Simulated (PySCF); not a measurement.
B(OH)2(OEt) (C₂H₇BO₃), SMILES CCOB(O)O.

Geometry optimised at PBE0-D3(BJ)/def2-SVP. The values are those of a single conformer.

The numbers are results of PBE0-D3(BJ)/def2-SVP (PySCF 2.14.0), not measurements.

Frequencies are harmonic and unscaled.

Computed normal modes with their intensities:
```csv
mode,ν (cm⁻¹),IR (km/mol),moving atoms (share of kinetic energy)
1,71,0.8,"O 40 %, C 31 %, H 27 %"
2,94,6.1,"O 59 %, C 23 %, H 17 %"
3,211,4.1,"H 60 %, O 28 %, C 11 %"
4,295,2.7,"H 66 %, C 17 %, O 15 %"
5,308,1.1,H 94 %
6,392,25.7,"O 46 %, C 25 %, H 23 %"
7,455,47.5,"O 47 %, H 35 %, C 12 %"
8,475,168.3,"H 76 %, O 21 %"
9,539,1.1,"O 61 %, H 19 %, C 13 %"
10,679,64.3,"B 80 %, O 20 %"
11,795,4.6,"H 69 %, O 20 %, C 11 %"
12,832,0.5,"O 45 %, H 43 %, C 11 %"
13,925,181.5,"H 88 %, O 11 %"
14,948,14.3,"H 41 %, O 31 %, C 28 %"
15,1016,94.4,"H 64 %, O 29 %"
16,1115,8.3,"C 56 %, H 41 %"
17,1173,43.1,"H 39 %, C 39 %, O 21 %"
18,1199,54.8,"H 38 %, C 37 %, O 22 %"
19,1324,3.6,H 90 %
20,1368,30.2,"H 76 %, C 20 %"
21,1412,112.4,"H 64 %, C 27 %"
22,1441,340.0,"B 53 %, H 25 %, O 19 %"
23,1458,31.1,"H 85 %, B 9 %"
24,1474,62.6,"H 85 %, B 8 %"
25,1481,128.6,"H 74 %, B 15 %"
26,1537,354.4,"B 46 %, H 34 %, O 19 %"
27,3058,41.9,H 95 %
28,3059,15.9,H 96 %
29,3114,20.1,"H 90 %, C 10 %"
30,3158,20.1,"H 91 %, C 9 %"
31,3165,20.6,"H 90 %, C 10 %"
32,3953,20.8,H 94 %
33,3964,118.1,H 94 %
```
